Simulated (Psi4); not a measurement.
Cl₄Zr, triplet, at a GFN2-xTB geometry (such geometries of metal compounds can be far from the true shape) (the multiplicity is a formal guess) (core potentials on Zr). Base run: PBE0/def2-SV(P) in Psi4 1.11.

Geometry (Å):
```xyz
5

Zr     0.0000     0.0000     0.0000
Cl     1.8612    -0.5847    -1.2722
Cl     0.6688     0.4819     2.1783
Cl    -1.0194     1.8753    -0.9320
Cl    -1.5106    -1.7726     0.0259
```
Charge 0, spin multiplicity 3.
Orbitals are unrestricted.
All else is at Psi4's defaults (density fitting).
Base energy -1886.77582 Eh.

The base run was repeated with changes; each row names its change, and settings that it needs were set with it.

| change | ΔE vs base (µEh) | SCF cycles | grid points | basis functions | outcome |
|---|---|---|---|---|---|
| base | 0.0 | 19 | 108882 | 96 | converged |
| scf_type = mem_df | 0.0 | 19 | 108882 | 96 | converged |
| cholesky_tolerance = 1e-3 (with scf_type cd) | 3318 | 20 | 108882 | 96 | converged |
| dft_spherical_points = 434 | -5.1 | 19 | 156377 | 96 | converged |
| basis_guess = sto-3g | - | - | - | 63 | not converged |
| diis_max_vecs = 15 | 0.0 | 18 | 108882 | 96 | converged |
| level_shift = 1.0 | 0.0 | 19 | 108882 | 96 | converged |
| dft_radial_scheme = mura | 4.5 | 19 | 110863 | 96 | converged |
| df_basis_scf = cc-pvtz-jkfit | - | - | - | 96 | input refused |
| dft_radial_points = 150 | 4.2 | 19 | 216511 | 96 | converged |
| dft_spherical_points = 110 | 1131 | 20 | 40161 | 96 | converged |
| diis_max_vecs = 3 | 0.2 | 84 | 108882 | 96 | converged |
| dft_radial_scheme = becke | 13.8 | 19 | 95063 | 96 | converged |

Open shells are given as the SCF converged; they aren't shown to be the lowest states, and a large step between rows can be another state.

- df_basis_scf = cc-pvtz-jkfit: ended with `psi4.driver.qcdb.exceptions.BasisSetNotFound: BasisSet::construct: Unable to find a basis set for atom 1 for key JKFIT among:`
